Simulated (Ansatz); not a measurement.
`C#[C][In]([F])[Cl]` + `[SiH3]N[SiH3]` → `[F][In]([Cl])[N]([SiH3])[SiH3]` + `C#C` at 700 K and 1 bar (ligand exchange at the In–C bond).

Program: Ansatz. Geometries: PBE0-D4/def2-TZVP. ΔE: electronic, gas phase. CBS: MP2 limit from def2 TZ/QZ plus the TZ coupled-cluster correction, frozen cores. This one scheme is used for every species. Elements past krypton have def2 core potentials. For In outer-core shells are correlated without core-valence functions, which leaves a few kJ/mol of doubt a bond. One conformer a species, not always the lowest.

```tsv
species	CCSD(T)/CBS energy (Eh)	H − E (kJ/mol)	S (J/(mol·K))
`C#[C][In]([F])[Cl]`	-826.10583	119.2	455.3
`[SiH3]N[SiH3]`	-637.10515	245.6	444.2
`[F][In]([Cl])[N]([SiH3])[SiH3]`	-1385.98629	263.6	624.8
`C#C`	-77.22717	102.1	244.4
```

H − E and S are ideal-gas, rigid-rotor, harmonic terms from PBE0-D4/def2-TZVP, for one conformer and one mirror image of each species. 1 Eh = 2625.50 kJ/mol, R = 8.31446 J/(mol·K).

Q: By hand: ΔE, ΔH, ΔS and ΔG.

A: ΔE = (-1385.98629) + (-77.22717) − (-826.10583) − (-637.10515) = -0.00248 Eh = -6.5 kJ/mol. Δ(H − E) = 263.6 + 102.1 − 119.2 − 245.6 = 0.9, so ΔH = -5.6 kJ/mol. ΔS = 624.8 + 244.4 − 455.3 − 444.2 = -30.3 J/(mol·K). ΔG = -5.6 − 700 × (-30.3)/1000 = 15.6 kJ/mol.

Q: By hand: the equilibrium constant, and the temperature at which ΔG would vanish if ΔH and ΔS stayed fixed.

A: log₁₀ K = −ΔG/(RT ln 10) = -1.2. ΔG = 0 at ΔH/ΔS = 185 K, though so small a ΔH makes that figure unsure.

TΔS isn't small against ΔH here. A doubt of 5 kJ/mol in ΔE shifts log₁₀ K by 0.4 here. Other conformers and mirror images would add mixing entropy, several J/(mol·K) or more a flexible species. Modes under 60 cm⁻¹, often nearly free rotors, make the harmonic entropy too high. These are equilibria of isolated gas molecules and say nothing of rates. Largest T1 diagnostic: 0.015 (customary marks: 0.02 for closed shells, 0.045 for open ones).
